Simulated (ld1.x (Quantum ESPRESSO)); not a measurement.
**Mn (Z = 25): variants of one TM semilocal potential**

Base potential:

- Element: Mn (Z = 25)
- Generator: ld1.x (Quantum ESPRESSO) 7.5
- Type: norm-conserving Troullier–Martins (semilocal form)
- Functional: Wu–Cohen
- Relativity: scalar-relativistic
- Frozen core: [Ne]
- Valence charge: 15
- Reference configuration: 3s2 3p6 3d5 4s2 4p0
- Partial waves: 3s (bound): rc 1.10 bohr; 3d (bound): rc 0.95 bohr; 4f channel at -0.15 Ry: rc 1.00 bohr; 3p (bound): rc 0.90 bohr
- Local potential: the p channel
- Core correction: none

Occupied shells without a wave of their own: 4s. They enter only through the test configuration that unscreens the potential.

All-electron outer shells of the reference configuration (Wu–Cohen, scalar-relativistic, ld1.x):

| shell | level (eV) | outermost node (bohr) | outermost maximum (bohr) |
| --- | --- | --- | --- |
| 2s | -743.53 | 0.08 | 0.23 |
| 2p | -630.21 | – | 0.19 |
| 3s | -85.68 | 0.34 | 0.74 |
| 3p | -54.52 | 0.31 | 0.75 |
| 3d | -6.80 | – | 0.76 |
| 4s | -5.14 | 1.05 | 2.51 |
| 4p | -1.33 | 1.16 | 3.38 |

Cutoffs, loose and tight: the cutoffs (Ry, on a coarse ladder) from which the occupation-weighted sum of valence levels, in a spherical-Bessel basis at the reference potential, stays within 10 and 1 mRy of its value at 400 Ry. They do not see the model core or the augmentation charge, which bear on the density cutoff. Test errors are all-electron minus pseudo excitation energies from the reference, over the configurations 3s2 3p6 3d5 4s1 4p0; 3s2 3p6 3d5 4s0 4p0; 3s2 3p6 3d4 4s0 4p0; 3s2 3p6 3d5.5 4s1.5 4p0; 3s2 3p6 3d6 4s1 4p0; 3s2 3p6 3d4 4s2 4p0; 3s2 3p5 3d5 4s2 4p0. A dash means not determined; rows that change the core or the reference have their own tests.

A semilocal file is local in each channel, so a ghost entry of none says nothing of the separable form that plane-wave codes build from it.

```tsv
change	outcome	cutoff, loose	cutoff, tight	bound ghosts	largest test error (meV)
base	generated, misses its reference levels by 0.24 eV	200 Ry	260 Ry	none	-1256
all radii scaled by about 0.87 (s 0.96, p 0.78, d 0.82, f 0.86 bohr)	generated	260 Ry	300 Ry	none	-474
all radii scaled by about 1.19 (s 1.30, p 1.08, d 1.14, f 1.18 bohr)	generated, misses its reference levels by 0.58 eV	160 Ry	180 Ry	none	-2994
all radii scaled by about 1.29 (s 1.42, p 1.16, d 1.22, f 1.28 bohr)	generated, misses its reference levels by 0.95 eV	140 Ry	160 Ry	none	-4805
```

(1) What comes out with this change to the base: all radii scaled by about 1.36 (s 1.50, p 1.22, d 1.30, f 1.36 bohr)?

(2) What comes out with this change to the base: all radii scaled by about 1.07 (s 1.18, p 0.96, d 1.02, f 1.06 bohr)?

(3) What comes out with this change to the base: all radii scaled by about 0.74 (s 0.82, p 0.66, d 0.70, f 0.74 bohr)?

Results:

(1) outcome: generated, misses its reference levels by 1.17 eV; cutoff, loose: 140 Ry; cutoff, tight: 160 Ry; bound ghosts: none; largest test error (meV): -5860.

(2) outcome: generated, misses its reference levels by 0.33 eV; cutoff, loose: 180 Ry; cutoff, tight: 230 Ry; bound ghosts: none; largest test error (meV): -1709.

(3) outcome: generated; cutoff, loose: over 300 Ry; cutoff, tight: over 300 Ry; bound ghosts: none; largest test error (meV): -219.

Reading the sweep of the scale of all radii (base = 1) (base included, trends over the rows without a ghost): The loose cutoff falls from 260 Ry at 0.87 to 140 Ry at 1.36. A larger radius leaves more room for a smooth pseudo-wave, so fewer plane waves are needed; a smaller one forces it to follow the all-electron wave where it bends sharply. The median size of the test errors (rows with all tests solved) rises from 33.3 meV at 0.74 to 896.9 meV at 1.36. More of the atom is replaced by a form fitted at one configuration, so other configurations suffer as the radius grows.
